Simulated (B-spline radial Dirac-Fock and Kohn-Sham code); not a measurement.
K-line shifts caused by a second vacancy in Pd⁶⁺

System: the Pd⁶⁺ ion in the configuration [Kr] 4d4.

Input file task.json (cfg lists n, l and occupation; rrms is the nuclear radius in fm):

```json
{"items": [{
  "Z": 46,
  "q": 6,
  "cfg": [[1, 0, 2], [2, 0, 2], [2, 1, 6], [3, 0, 2], [3, 1, 6], [3, 2, 10], [4, 0, 2], [4, 1, 6], [4, 2, 4]],
  "A": 106,
  "rrms": 4.5318,
  "do": ["binding", "quiet", "double"]
}]}
```

Run with: `python xray_run.py task.json out`

The computed values come from a radial atomic solver: Dirac-Fock (average of configuration) total-energy differences with a finite nucleus, the Breit interaction including its frequency dependence, and self-energy and vacuum-polarisation corrections. Each two-hole energy is an average over J within one jj subconfiguration, not an observable level; in light atoms, where LS coupling holds, the j-resolved values are not observed lines, and for a K spectator the Kα1 hypersatellite is nearly forbidden. The model has no electron correlation.

Lines without a spectator: Kα2 (K-L2) 21017.3 eV, Kα1 (K-L3) 21174.4 eV, Kβ3 (K-M2) 23788.3 eV, Kβ1 (K-M3) 23816.5 eV. Shifts in eV with one spectator hole (a dash: not computed, or left out as unreliable):

```tsv
spectator hole	Kα2	Kα1	Kβ3	Kβ1
K (1s)	+520.7	+534.6	+663.0	+665.9
L2 (2p1/2)	+56.1	+70.4	–	+151.1
L3 (2p3/2)	+56.5	+56.2	+136.1	–
M2 (3p1/2)	–	+7.65	+17.99	+21.88
M3 (3p3/2)	+5.85	–	+18.99	+18.43
M4 (3d3/2)	+0.84	-1.51	–	–
M5 (3d5/2)	-1.89	-0.21	–	–
```

With n spectator holes in 2p, averaged over the 2p shell (energies in eV):

```
n     KαLⁿ   step  hypersatellite KαʰLⁿ
0  21122.0      –               21652.0
1  21182.1  +60.0               21713.4
2  21243.4  +61.3               21776.2
3  21305.9  +62.6               21840.2
4  21369.8  +63.8               21905.4
5  21434.9  +65.1               21972.0
```

Run: 33 s of CPU time on 1 thread of Intel(R) Xeon(R) Platinum 8375C CPU @ 2.90GHz (shared host), peak memory 0.42 GiB.
